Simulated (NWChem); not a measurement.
System: C2H6ClSi cation

```xyz
10

C     -0.0083    -1.6168    -1.2431
Si     0.0000     0.0000    -0.4032
C      0.0083     1.6168    -1.2431
Cl     0.0000     0.0000     1.5884
H      0.5251    -1.5584    -2.2058
H     -1.0610    -1.8822    -1.4616
H      0.4168    -2.4097    -0.6099
H     -0.4168     2.4097    -0.6099
H      1.0610     1.8822    -1.4616
H     -0.5251     1.5584    -2.2058
```
Atoms are numbered in this order, from 1.

All runs: NWChem. Pople sets run with spherical d functions. Geometry: optimised at PBE0/def2-SVP. Vzz is the largest principal value of the second derivative of the potential at the nucleus (NWChem prints the opposite sign); η is the asymmetry. Non-relativistic.

Problem. Estimate the computed values for PBE0/6-31G*. Quantities: Vzz Cl4 (a.u.); η Cl4.

Solution. 
```json
{
 "Vzz Cl4 (a.u.)": "2.071",
 "η Cl4": "0.64"
}
```
